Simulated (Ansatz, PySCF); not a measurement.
Ga(Cl)(vinyl)(OH) (C₂H₄ClGaO), SMILES C=[CH][Ga]([OH])[Cl].

Coordinates come from a B3LYP-D3(BJ)/def2-SVP optimisation. The structure was generated by enumeration; whether it is a known compound was not checked. One conformer was computed; it need not be the lowest.

Vertical ionisation energy (IE) and electron affinity (EA) in eV. Rows of orbital energies are one-electron estimates. Where ΔSCF, EOM or ADC give a negative EA the extra electron is unbound and the value depends on the basis.

| level | IE | EA |
|---|---|---|
| −ε(HOMO), −ε(LUMO), r2SCAN/def2-TZVP (PySCF) | 7.51 | 2.21 |
| −ε(HOMO), −ε(LUMO), PBE/def2-TZVP (PySCF) | 7.23 | 2.38 |
| ΔSCF, CAM-B3LYP/def2-SVPD (Ansatz), final states of multiplicity 2 and 2 | 10.77 | -0.16 |
| ΔSCF, PBE/def2-SVPD (Ansatz), final states of multiplicity 2 and 2 | 10.09 | -0.05 |

**Question.** What vertical singlet–triplet gap does ΔSCF give with CAM-B3LYP/def2-SVPD (Ansatz, an electronic-structure program) and with PBE/def2-SVPD (Ansatz)? (The exact figures need the calculation; the answer reports its results.)

**Answer.** 4.07 and 4.11 eV (triplet above singlet where positive).
